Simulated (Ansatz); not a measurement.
A single point on ClH5N2OSi, SMILES `N[Si](N)(O)Cl`.

```yaml
crystal:
  periodic: [false, false, false]
  atoms:
    - {symbol: N, position_ang: [-1.157944, -0.516498, -0.916489]}
    - {symbol: Si, position_ang: [0.183010, 0.154212, -0.141845]}
    - {symbol: N, position_ang: [-0.076233, 0.075962, 1.530006]}
    - {symbol: O, position_ang: [1.451565, -0.640982, -0.804656]}
    - {symbol: Cl, position_ang: [0.557237, 2.172445, -0.465107]}
    - {symbol: H, position_ang: [-2.091913, -0.278331, -0.631002]}
    - {symbol: H, position_ang: [-1.105233, -0.808124, -1.877648]}
    - {symbol: H, position_ang: [0.312191, 0.760552, 2.154920]}
    - {symbol: H, position_ang: [-0.275035, -0.800295, 1.983233]}
    - {symbol: H, position_ang: [2.285355, -0.170041, -0.828413]}
basis:
  gaussian: {orbitals: def2-QZVPP}
correlation: {method: mp2}
```

```sh
$ ansatz run in.yaml --threads 4 --pin off --events-out ev --progress --plain --max-ram 10444MiB
```

Shortened log:

```
Functional definition: HF
2756 factors; integrals over basis functions are off by at most 1.0e-3 eV
mean field evaluation 1: about -25448.9149 eV, gradient 5.6e1 eV
mean field evaluation 2: about -25449.0485 eV, gradient 5.6e1 eV
mean field evaluation 4: about -25454.7130 eV, gradient 3.6e0 eV
mean field evaluation 8: about -25454.7629 eV, gradient 2.7e-1 eV
mean field -25454.76316744 eV, -935.4452925453 hartree, gradient 2.8e-6 eV, S^2 0.000000; 0 other end points of the search recorded, 0 dependent functions left out
13 core orbitals not correlated: weight in the atoms' cores, before any rotation towards them, 1.000 or more for the frozen orbitals, at most 0.000 for the correlated occupied ones
reference -25454.76316744 eV, -935.4452925453 hartree; 16, 16 occupied and 432, 432 virtual orbitals, 2756 factors
second order -28.71790978 eV of doubles, -0.00000000 eV of singles
Total energy: -25483.48107722 eV, -936.5006562638 hartree
```

It took 6.5 s on 4 threads of an AMD EPYC 9R45 on a shared host, with 2.6 GiB of host memory at the peak.
